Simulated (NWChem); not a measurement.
Species: SbH$_{2}$O$_{2}$Br; SMILES [OH][Sb]([OH])[Br]

```xyz
6

Sb    -0.0204     0.7921    -0.3594
Br    -0.0483    -1.7631     0.0288
O     -1.3618     1.4192     0.9845
H     -0.9957     1.2837     1.8842
O      1.5925     1.0612     0.8044
H      1.8833     0.1824     1.1267
```
Atoms are numbered in this order, from 1.

Program: NWChem. Medium grid unless said otherwise, to which SCAN and Minnesota functionals are sensitive. Geometry: optimised at PBE-D3(BJ)/def2-SVP. def2 effective core potentials on Sb; no spin-orbit coupling. B3LYP is NWChem's, with the RPA form of VWN correlation. Total energies of different functionals are on different scales.

```
level             energy (Ha)  highest occupied level (eV)  orbital gap (eV)  dipole (D)
----------------  -----------  ---------------------------  ----------------  ----------
B3LYP/def2-SVP     -2965.7958                        -7.76              5.89        1.04
PBE/def2-SVP       -2965.1496                        -6.70              4.33        0.95
r2SCAN/def2-SVP    -2965.7043                            ?                 ?        1.02
B97-2/def2-SVP     -2966.5719                        -7.82              6.05        1.10
r2SCAN0/def2-SVP   -2965.6383                        -8.31              6.62        1.10
PW91/def2-SVP      -2965.8865                        -6.75              4.32        0.95
MN15-L/def2-SVP    -2964.7670                        -7.19              5.08        1.13
M06/def2-SVP       -2965.6053                        -8.01              6.36        1.27
M05-2X/def2-SVP    -2965.5548                        -9.42              8.58        1.11
```

Q: Fill in the missing entries.

A: 
- r2SCAN/def2-SVP, highest occupied level (eV): -7.11
- r2SCAN/def2-SVP, orbital gap (eV): 4.78
